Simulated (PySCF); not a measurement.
**How methods differ on the ionisation energy of Sn⁺**

Sn⁺ [Kr] 4d10 5s2 5p1 (2P) → Sn²⁺ [Kr] 4d10 5s2 (1S), as a difference of total energies. Calculation: PySCF 2.14, in def2-TZVPPD with the def2 core potential (28 electrons) (7s5p4d2f, 56 functions); scalar relativity through the core potential. Correlated levels: valence: 4s2 4p6 4d10 frozen; valence and next inner shell: nothing frozen outside the core potential. The calculations carry no spin-orbit coupling.

```tsv
method	ionisation energy (eV)
UHF	13.749
LDA	14.403
PBE	14.222
PBE0	14.260
r2SCAN	14.377
BHandHLYP	14.215
wB97M-V	14.215
M06-2X	14.136
B2PLYP	14.137
MP2 (valence)	13.947
SCS-MP2 (valence)	13.935
MP2 (valence and next inner shell)	14.081
SCS-MP2 (valence and next inner shell)	14.018
```

Question: How much does correlation contribute at MP2 (valence and next inner shell)?

Answer: 14.081 − (13.749) = 0.332 eV, measured against UHF.

Errors of the correlated levels include the incompleteness of this basis and the frozen core.

For comparison: 14.282 eV (measured; NIST levels, between the centres of gravity of the two terms).
